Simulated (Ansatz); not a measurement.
FGeI3 (`[F][Ge]([I])([I])[I]`), 5 atoms. Total charge 0; spin multiplicity 1. Correlated methods include outer-core shells of Ge, I, which these sets cover unevenly. Scalar relativity is left out up to krypton. I: def2 effective core potential. All runs use 4 threads of an Arm Neoverse V2 on a shared host. Correlated methods freeze the cores.

**Question.** How many basis functions does each run have, and how long does it take in Ansatz? direct RPA on PBE orbitals/def2-TZVPP energy; RHF-CCSD(T)/def2-SVP energy; RKS PBE0-D4/def2-TZVP relaxation (6 steps); RKS PBE0-D4/def2-TZVP frequencies; RKS PBE0-D4/def2-QZVPP energy; RKS PBE0-D4/def2-TZVPP energy; RKS PBE0-D4/def2-SVP energy; RKS revPBE-D4/def2-TZVPP energy; RKS BHLYP-D4/def2-TZVPP energy; RKS ωB97M-V/def2-QZVPP energy; RHF-MP2/def2-TZVPP energy; RKS ωB97M-V/def2-SVP energy. (Best estimate.)

**Answer.** The calculation gave: Other jobs shared the machine, so times are rough.

| level | job | functions | wall time | peak host memory (GiB) |
| --- | --- | --- | --- | --- |
| RKS revPBE-D4/def2-TZVPP | energy | 229 | 2.2 s | 0.37 |
| RKS PBE0-D4/def2-SVP | energy | 124 | 2.2 s | 0.4 |
| RKS PBE0-D4/def2-TZVPP | energy | 229 | 4.6 s | 1.1 |
| RKS BHLYP-D4/def2-TZVPP | energy | 229 | 6.5 s | 1.1 |
| RHF-MP2/def2-TZVPP | energy | 229 | 6.5 s | 0.81 |
| direct RPA on PBE orbitals/def2-TZVPP | energy | 229 | 8.5 s | 0.79 |
| RKS ωB97M-V/def2-SVP | energy | 124 | 9 s | 0.57 |
| RKS PBE0-D4/def2-QZVPP | energy | 392 | 12 s | 2.1 |
| RHF-CCSD(T)/def2-SVP | energy | 124 | 23 s | 0.89 |
| RKS ωB97M-V/def2-QZVPP | energy | 392 | 27 s | 2.4 |
| RKS PBE0-D4/def2-TZVP | relaxation (6 steps) | 229 | 46 s | 0.96 |
| RKS PBE0-D4/def2-TZVP | frequencies | 229 | 2.5 min | 0.96 |
